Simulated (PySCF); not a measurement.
ClF3H2Si2, SMILES F[Si](F)(F)[SiH2]Cl.

Geometry optimised at B3LYP-D3(BJ)/def2-SVP. This is a generated structure with no PubChem entry under its InChIKey; it may be hypothetical. One conformer was computed; it need not be the lowest.

All values below come from PBE/def2-TZVP (PySCF).

The molecule is in vacuum.

Computed frontier levels, gap, dipole moment and polarisability:
| Item | Result |
|---|---|
| highest occupied level | -7.75 eV |
| lowest empty level | -2.15 eV |
| orbital gap | 5.59 eV |
| dipole moment | 1.90 D |
| quadrupole, principal values (traceless, Buckingham form, about the centre of nuclear charge) | -3.82, 0.40, 3.42 D·Å |
| mean static polarisability | 62.1 bohr³ (9.20 Å³) |
| polarisability, principal values | 53.4, 60.7, 72.3 bohr³ |
